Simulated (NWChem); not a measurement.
System: SiN2H4F2; SMILES N[Si](F)(N)F

The following NWChem deck was run.

```
start job
memory heap 200 mb stack 900 mb global 1100 mb
geometry units angstroms noautosym nocenter noautoz
  N     -0.243221    -1.364820     0.991680
  Si     0.000000    -0.000000     0.005794
  N      0.243219     1.364821     0.991680
  F      1.266363    -0.031451    -0.986894
  F     -1.266360     0.031451    -0.986897
  H     -0.708343    -2.187470     0.630797
  H      0.412128    -1.588045     1.728909
  H      0.708343     2.187471     0.630798
  H     -0.412130     1.588045     1.728909
end
basis spherical
  N library def2-svp
  Si library def2-svp
  F library def2-svp
  H library def2-svp
end
dft
  xc b3lyp
  iterations 150
  mulliken
end
task dft energy
esp
  recalculate
  probe 0.07
  range 0.3
  factor 1.0
  spacing 0.02
end
task esp
```

Output (shortened):

```
             Northwest Computational Chemistry Package (NWChem) 7.3.0
             --------------------------------------------------------

                             Geometry "geometry" -> ""
                             -------------------------

 Output coordinates in angstroms (scale by  1.889725989 to convert to a.u.)

  No.       Tag          Charge          X              Y              Z
 ---- ---------------- ---------- -------------- -------------- --------------
    1 N                    7.0000    -0.24322100    -1.36482000     0.99168000
    2 Si                  14.0000     0.00000000     0.00000000     0.00579400
    3 N                    7.0000     0.24321900     1.36482100     0.99168000
    4 F                    9.0000     1.26636300    -0.03145100    -0.98689400
    5 F                    9.0000    -1.26636000     0.03145100    -0.98689700
    6 H                    1.0000    -0.70834300    -2.18747000     0.63079700
    7 H                    1.0000     0.41212800    -1.58804500     1.72890900
    8 H                    1.0000     0.70834300     2.18747100     0.63079800
    9 H                    1.0000    -0.41213000     1.58804500     1.72890900

 Effective nuclear repulsion energy (a.u.)     263.6307503503

                                 NWChem DFT Module
                                 -----------------

 Summary of "ao basis" -> "ao basis" (spherical)
 ------------------------------------------------------------------------------
       Tag                 Description            Shells   Functions and Types
 ---------------- ------------------------------  ------  ---------------------
 N                          def2-svp                 6       14   3s2p1d
 Si                         def2-svp                 8       18   4s3p1d
 F                          def2-svp                 6       14   3s2p1d
 H                          def2-svp                 3        5   2s1p

            General Information
            -------------------
          SCF calculation type: DFT
          Wavefunction type:  closed shell.
          No. of atoms     :     9
          No. of electrons :    50
           Alpha electrons :    25
            Beta electrons :    25
          Charge           :     0
          Spin multiplicity:     1
          Use of symmetry is: off; symmetry adaption is: off
          Maximum number of iterations: 150
          AO basis - number of functions:    94
                     number of shells:    44
          Convergence on energy requested:  1.00D-06
          Convergence on density requested:  1.00D-05
          Convergence on gradient requested:  5.00D-04

              XC Information
              --------------
                         B3LYP Method XC Potential
                     Hartree-Fock (Exact) Exchange  0.200
                        Slater Exchange Functional  0.800 local
                    Becke 1988 Exchange Functional  0.720 non-local
              Lee-Yang-Parr Correlation Functional  0.810
                  VWN I RPA Correlation Functional  0.190 local

             Grid Information
             ----------------
          Grid used for XC integration:  medium
          Radial quadrature: Mura-Knowles
          Angular quadrature: Lebedev.
          Tag              B.-S. Rad. Rad. Pts. Rad. Cut. Ang. Pts.
          ---              ---------- --------- --------- ---------
          N                   0.65       49          10.0       434
          Si                  1.10       88           8.0       590
          F                   0.50       49          10.0       434
          H                   0.35       45          12.0       434
          Grid pruning is: on
          Number of quadrature shells:   464
          Spatial weights used:  Erf1

      Superposition of Atomic Density Guess
      -------------------------------------

 Sum of atomic energies:        -597.80904628

      Non-variational initial energy
      ------------------------------

 Total energy =    -599.534293
 1-e energy   =   -1352.267449
 2-e energy   =     489.102406
 HOMO         =      -0.368506
 LUMO         =       0.051726

     ---------------------------------------------
      Total Density - Mulliken Population Analysis
     ---------------------------------------------

    Atom       Charge   Shell Charges
 -----------   ------   -------------------------------------------------------
    1 N    7     7.75   1.99  1.02  0.44  2.60  1.70  0.00
    2 Si  14    12.39   2.00  1.99  0.73  0.05  5.93  0.83  0.44  0.42
    3 N    7     7.75   1.99  1.02  0.44  2.60  1.70  0.00
    4 F    9     9.57   1.99  1.14  0.78  3.51  2.13  0.00
    5 F    9     9.57   1.99  1.14  0.78  3.51  2.13  0.00
    6 H    1     0.75   0.58  0.12  0.04
    7 H    1     0.74   0.58  0.12  0.04
    8 H    1     0.75   0.58  0.12  0.04
    9 H    1     0.74   0.58  0.12  0.04

   convergence    iter        energy       DeltaE   RMS-Dens  Diis-err
 ---------------- ----- ----------------- --------- --------- ---------
 d= 0,ls=0.0,diis     1   -600.8773196822 -8.65D+02  1.34D-02  8.81D-01
 d= 0,ls=0.0,diis     2   -600.8690852806  8.23D-03  6.38D-03  1.19D+00
 d= 0,ls=0.0,diis     3   -600.9679999363 -9.89D-02  8.75D-04  2.31D-02
 d= 0,ls=0.0,diis     4   -600.9694164083 -1.42D-03  3.99D-04  3.49D-03
 d= 0,ls=0.0,diis     5   -600.9697236517 -3.07D-04  1.04D-04  3.45D-04
  Resetting Diis
 d= 0,ls=0.0,diis     6   -600.9697596967 -3.60D-05  1.24D-05  1.08D-06
 d= 0,ls=0.0,diis     7   -600.9697598155 -1.19D-07  4.73D-06  1.08D-07

         Total DFT energy =     -600.969759815463
      One electron energy =    -1356.626518624960
           Coulomb energy =      549.422011741666
    Exchange-Corr. energy =      -57.396003282438
 Nuclear repulsion energy =      263.630750350269

 Numeric. integr. density =       49.999998250671

                       DFT Final Molecular Orbital Analysis
                       ------------------------------------

 Vector   23  Occ=2.000000D+00  E=-3.879786D-01
              MO Center=  8.1D-06,  2.3D-06, -3.3D-01, r^2= 3.0D+00
   Bfn.  Coefficient  Atom+Function         Bfn.  Coefficient  Atom+Function
  ----- ------------  ---------------      ----- ------------  ---------------
    51      0.261620  4 F  py                65      0.261617  5 F  py
    50      0.205581  4 F  px                64      0.205581  5 F  px
    52      0.204049  4 F  pz                66     -0.204046  5 F  pz
     5      0.176349  1 N  py                37      0.176350  3 N  py
    54     -0.175396  4 F  py                68     -0.175394  5 F  py

 Vector   24  Occ=2.000000D+00  E=-2.788991D-01
              MO Center= -1.4D-05, -6.5D-05,  8.7D-01, r^2= 2.9D+00
   Bfn.  Coefficient  Atom+Function         Bfn.  Coefficient  Atom+Function
  ----- ------------  ---------------      ----- ------------  ---------------
     4      0.273001  1 N  px                36      0.272984  3 N  px
     6     -0.229064  1 N  pz                38      0.229052  3 N  pz
     7     -0.223496  1 N  px                39     -0.223482  3 N  px
     9      0.192952  1 N  pz                41     -0.192942  3 N  pz
     5     -0.152174  1 N  py                37     -0.152168  3 N  py

 Vector   25  Occ=2.000000D+00  E=-2.751634D-01
              MO Center=  1.2D-05,  6.6D-05,  9.4D-01, r^2= 2.8D+00
   Bfn.  Coefficient  Atom+Function         Bfn.  Coefficient  Atom+Function
  ----- ------------  ---------------      ----- ------------  ---------------
     4      0.314296  1 N  px                36     -0.314311  3 N  px
     7     -0.263886  1 N  px                39      0.263898  3 N  px
     6     -0.226767  1 N  pz                38     -0.226779  3 N  pz
     9      0.193999  1 N  pz                41      0.194009  3 N  pz
     5     -0.110245  1 N  py                37      0.110253  3 N  py

[...]

                     NWChem Electrostatic Potential Fit Module
                     -----------------------------------------

 Atom parameters

 Number of atoms is                                    9
 Number of basis functions is                         94

 Grid parameters

 Maximum number of grid points is                  39404
 Number of grid points is                          39403
 Grid range                                     0.300000 nm
 Grid spacing                                   0.020000 nm
 Probe radius                                   0.070000 nm
 Atom radius factor                             1.000000

 Atomic radii

    1    0.100000
    7    0.140000
    9    0.128000
   14    0.187000
 FASTESP  F
  using M.O. file = ./job.movecs

    Atom              Coordinates                           Charge

                                                  ESP

    1 N    -0.024322   -0.136482    0.099168   -0.936802
    2 Si    0.000000    0.000000    0.000579    1.273826
    3 N     0.024322    0.136482    0.099168   -0.939544
    4 F     0.126636   -0.003145   -0.098689   -0.386623
    5 F    -0.126636    0.003145   -0.098690   -0.386220
    6 H    -0.070834   -0.218747    0.063080    0.348450
    7 H     0.041213   -0.158805    0.172891    0.338246
    8 H     0.070834    0.218747    0.063080    0.349456
    9 H    -0.041213    0.158805    0.172891    0.339211
                                            ------------
                                               -0.000000

 Dipole moment                                  0.984283

 Quadrupole moment Qxx                         -8.902499
                   Qyy                         17.207799
                   Qzz                         -8.305300

 RMS deviation kJ/mol                           0.048321

 RRMS %                                        19.598096
```

Level: B3LYP/def2-SVP. Coordinates come from a B3LYP/6-31G* (spherical d) optimisation.
